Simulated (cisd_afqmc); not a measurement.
Input (AFQMC/CISD/cc-pVTZ; cisd_afqmc is a phaseless AFQMC code with CISD trial states that reads the integrals written by Ansatz):

Ansatz 0.2 input:
```python
import cisd_afqmc

open("ham.yaml", "w").write("""\
crystal:
  periodic: [false, false, false]
  atoms:
    - {symbol: Ge, position_ang: [-0.00111275, 0.00073862, 0.04560348]}
    - {symbol: H, position_ang: [0.02372375, -1.36442459, -0.70760372]}
    - {symbol: H, position_ang: [0.01188437, 1.34078877, -0.75170776]}
basis:
  gaussian:
    orbitals: cc-pVTZ
total_charge: 1
magnetization: {spin_polarized: true, initial_magnetization: 1}
correlation: {method: ccsd, electrons: outside_noble_gas, hamiltonian_folder: ham}
""")
rep = cisd_afqmc.ansatz("ham.yaml")
e_ccsd = rep["correlation"]["coupled_cluster"]["energy"]["hartree"]
out = cisd_afqmc.run("ham", e_ccsd, trial="CISD", walkers=100, populations=8, threads=8, dt=0.005, steps=40, early=24, settle=10, least=32,
    cut=5e-5, rank_cut=2e-4, target=0.0004, seconds=1500, seed=1, memory=17280, gpu=False)
```

Output:

```
orbitals 57, occupied [3, 2], factors 271 of 433, rank of the doubles 123 of 272
E(HF) = -2076.225122
E(CCSD) on the cut factors = -2076.317533, shift to the whole factors -0.000013
Energy of the trial state on the determinant = -2076.317397
  tau behind 7.2 of longer steps, mean of the populations' last blocks
   2.0  -2076.31986
   4.0  -2076.32010
   6.0  -2076.31945
   8.0  -2076.31963
blocks 317 (3 outliers left out), error by blocks joined: 1: 0.00004, 2: 0.00005, 4: 0.00006, 8: 0.00008, 16: 0.00009
E(AFQMC/CISD) = -2076.31982 +/- 0.00009
```
